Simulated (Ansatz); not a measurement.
Input for Ansatz (a first-principles code): U-r2SCAN/cc-pVTZ on dimethyl selenide (SMILES C[Se]C), a point of a bond scan (R = 0.870 Å).

Ansatz 0.2 input:
```yaml
crystal:
  periodic: [false, false, false]
  atoms:
    - {symbol: C, position_ang: [1.44143353, -0.25391618, 0.82995547]}
    - {symbol: Se, position_ang: [0.01351776, 0.12218640, -0.46064119]}
    - {symbol: C, position_ang: [-1.48827853, -0.16951364, 0.76636954]}
    - {symbol: H, position_ang: [1.37305864, -1.07045681, 1.12351886]}
    - {symbol: H, position_ang: [2.38542165, -0.13533401, 0.30226081]}
    - {symbol: H, position_ang: [1.39575228, 0.45247820, 1.65618763]}
    - {symbol: H, position_ang: [-1.47767316, -1.19295724, 1.13540895]}
    - {symbol: H, position_ang: [-2.40011371, 0.00253324, 0.19839643]}
    - {symbol: H, position_ang: [-1.43788580, 0.53411293, 1.59468687]}
basis:
  gaussian:
    orbitals: cc-pVTZ
hamiltonian:
  xc: {name: r2SCAN}
magnetization: {spin_polarized: true, initial_magnetization: 0}
```

It printed:

```
WARN ansatz: RAYON_NUM_THREADS=1 ignored (pool sized by the plan → 1); use --threads N
Functional definition: r2SCAN
integrals: 0.10 GiB planned
1068 factors; their error is unknown
mean field: 0.94 GiB planned
mean field evaluation 1: about -67508.0998 eV, gradient 5.3e1 eV
mean field evaluation 2: about -67492.5356 eV, gradient 7.1e1 eV
mean field evaluation 4: about -67520.5721 eV, gradient 2.9e0 eV
mean field evaluation 8: about -67520.6190 eV, gradient 9.8e-2 eV
mean field evaluation 16: about -67520.5936 eV, gradient 3.9e-5 eV
mean field -67520.59356064 eV, -2481.3360462515 hartree, gradient 3.9e-5 eV, S^2 0.000000; 0 other end points of the search recorded, 0 dependent functions left out
reference -67520.59357243 eV, -2481.3360466847 hartree; 26, 26 occupied and 161, 161 virtual orbitals, 1068 factors
Total energy: -67520.59357243 eV, -2481.3360466847 hartree
```

Self-consistency was reached.

Cost: around 11 core-seconds (rough).
